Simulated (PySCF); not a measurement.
Job file and geometry (Å, from GFN2-xTB) of an NMR shielding run on `CCC[Si@H](F)CCl`, C₄H₁₀ClFSi, GIAO PBE0/pcSseg-1 NMR shielding, non-relativistic, gas phase (PySCF); density fitting, a coarse starting grid and PySCF grid level 2 are the driver's defaults:

```
$ OMP_NUM_THREADS=1 python probes_run.py task.json out

{"job": {"kind": "nmr", "xc": "PBE0", "basis": "pcSseg-1"}, "charge": 0, "multiplicity": 1}
C     -2.423542    -0.850666    -0.236390
C     -1.156509    -0.007715    -0.311111
C     -0.204348    -0.326156     0.846642
Si     1.373206     0.725055     0.855680
F      0.953662     2.289369     0.927332
C      2.342442     0.590363    -0.784483
Cl     2.844939    -1.100570    -1.069379
H     -2.953331    -0.663760     0.695233
H     -3.089356    -0.614624    -1.063132
H     -2.180019    -1.909948    -0.284653
H     -0.655224    -0.202005    -1.261083
H     -1.422140     1.050902    -0.282398
H      0.053272    -1.385757     0.807231
H     -0.736998    -0.173823     1.788029
H      2.240249     0.516178     2.004483
H      3.252601     1.186352    -0.773236
H      1.754098     0.888835    -1.650142
```

**Question.** Write the output of this run.

**Answer.** 
```
coarse grid: 14880 points
cycle   1  E = -1007.3089740138  dE =  4.175e-01  |g| = 6.321e-01  |ddm| = 3.529e+00
cycle   2  E = -1007.2496896763  dE =  5.928e-02  |g| = 8.972e-01  |ddm| = 1.225e+00
cycle   3  E = -1007.3872483294  dE = -1.376e-01  |g| = 8.104e-02  |ddm| = 7.378e-01
cycle   4  E = -1007.3883846276  dE = -1.136e-03  |g| = 3.039e-02  |ddm| = 8.710e-02
cycle   5  E = -1007.3885728691  dE = -1.882e-04  |g| = 6.550e-03  |ddm| = 2.814e-02
cycle   6  E = -1007.3885830777  dE = -1.021e-05  |g| = 1.665e-03  |ddm| = 8.034e-03
cycle   7  E = -1007.3885836467  dE = -5.690e-07  |g| = 4.067e-04  |ddm| = 1.704e-03
final grid: 133832 points
cycle   8  E = -1007.4345567690  dE = -3.753e-05  |g| = 8.167e-03  |ddm| = 2.175e-02
cycle   9  E = -1007.4345498384  dE =  6.931e-06  |g| = 9.507e-03  |ddm| = 1.382e-02
cycle  10  E = -1007.4345729292  dE = -2.309e-05  |g| = 8.217e-04  |ddm| = 7.831e-03
cycle  11  E = -1007.4345730411  dE = -1.119e-07  |g| = 2.577e-04  |ddm| = 8.945e-04
cycle  12  E = -1007.4345730539  dE = -1.286e-08  |g| = 5.684e-05  |ddm| = 2.223e-04
cycle  13  E = -1007.4345730545  dE = -5.714e-10  |g| = 1.791e-05  |ddm| = 5.979e-05
converged SCF energy = -1007.4345730545

GIAO shielding tensors (ppm)
atom      isotropic    diamagn.    paramagn.     s11        s22        s33       span
  0 C      166.438     245.451     -79.013    152.419    158.861    188.032     35.613
  1 C      168.239     248.822     -80.583    161.885    169.519    173.311     11.426
  2 C      168.199     255.629     -87.430    155.795    160.416    188.386     32.592
  3 Si     337.244     877.498    -540.254    286.650    359.547    365.535     78.885
  4 F      378.452     469.453     -91.001    352.226    373.714    409.415     57.189
  5 C      157.429     253.775     -96.346    132.979    141.970    197.339     64.359
  6 Cl     973.397    1146.845    -173.449    870.073    938.874   1111.243    241.170
  7 H       30.757      29.022       1.736     26.608     28.766     36.898     10.291
  8 H       30.291      28.131       2.160     25.363     27.432     38.078     12.715
  9 H       30.734      29.395       1.340     26.656     29.187     36.361      9.705
 10 H       30.359      33.393      -3.033     24.114     31.402     35.562     11.448
 11 H       30.196      32.467      -2.271     24.431     30.715     35.441     11.010
 12 H       30.875      32.801      -1.926     27.310     29.949     35.366      8.056
 13 H       30.865      32.332      -1.467     26.318     29.748     36.529     10.211
 14 H       26.600      28.153      -1.553     23.327     24.455     32.019      8.692
 15 H       28.545      28.079       0.465     22.231     27.564     35.839     13.609
 16 H       28.511      31.792      -3.280     24.514     26.737     34.283      9.768
```

**Question.** Turn these shieldings into chemical shifts. δ = σ(ref) − σ, references computed at the same level: ¹³C (186.93 ppm) and ²⁹Si (349.16 ppm) and ¹H (31.72 ppm) against TMS; ¹⁹F (170.95 ppm) against CFCl3; HCl for ³⁵Cl (949.78 ppm).

**Answer.** Averaging equivalent atoms: C 5: 29.5; C 0: 20.5; C 2: 18.7; C 1: 18.7; Si 3: 11.9; F 4: -207.5; Cl 6: -24; H 14: 5.12; H 16: 3.21; H 15: 3.17; H 11: 1.52; H 10: 1.36; H 7/8/9: 1.12; H 13: 0.85; H 12: 0.84 ppm. Unscaled 19F shifts against computed CFCl3 carry errors that often reach 10 to 50 ppm.

Size and cost of the density-fitted run: 183 basis functions, 39 s wall time on 1 thread of an Arm Neoverse V1, shared host; peak memory 0.83 GiB.
